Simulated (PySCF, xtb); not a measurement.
C5H9F, SMILES C=C(C)[C@H](C)F.

GFN2-xTB in xtb at its own geometry gives an orbital gap of 5.29 eV and a dipole moment of 2.62 D.

Geometry: ωB97X-D3(BJ)/def2-SVP. The values are those of a single conformer.

Task: What does PySCF with PBE/def2-TZVP give? (The exact figures need the calculation; the answer reports its results.)

Result: gap 5.41 eV (levels -6.15 and -0.74 eV), dipole 1.93 D.
